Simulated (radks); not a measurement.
Species: Cs52+. Configuration: [He] 2s1.

Calculated with a radial shooting solver on a logarithmic mesh with Libxc functionals: scalar-relativistic Kohn-Sham, exchange-only r2SCAN, spin-polarised, spherical densities, finite nucleus; open shells are filled with parallel spins first; meta-GGA in the generalised Kohn-Sham scheme; Fermi nuclear charge, rms radius 4.8041 fm.

Energy parts (hartree):
part                  energy
total             -3496.8036
kinetic            3805.4507
electron-nucleus  -7361.4098
Hartree             101.0675
exchange            -41.9120

Orbitals (lengths in bohr, moments of r in powers of bohr):
| orbital | occ. | eigenvalue (hartree) | <r^2> | <1/r> |
|---|---|---|---|---|
| 1s up | 1 | -1518.992 | 0.0009132 | 59.64 |
| 1s down | 1 | -1518.414 | 0.0009130 | 59.62 |
| 2s up | 1 | -372.7233 | 0.01306 | 14.59 |

The highest occupied level is 2s up at -10142.3 eV. Spin moment in Bohr magnetons: 1. Summed over all electrons, <r^2> = 0.01489 bohr^2, which gives a Langevin (diamagnetic) susceptibility term of -0.0118 x 10^-6 cm^3/mol. For comparison, the ionisation energy in NIST's Atomic Spectra Database is 10208.8 eV (theoretical). In exact Kohn-Sham theory the highest level is minus the ionisation energy, but local and semilocal functionals leave it too shallow, through self-interaction and a potential that decays too fast; potentials with the right tail come closer. The electron density at the nucleus is 2.868e+05 e/bohr^3 (large components only). The spin density at the nucleus is 18065 e/bohr^3 (1s 100, 2s 17965). The density falls to 0.001 e/bohr^3 at r = 0.36 bohr.
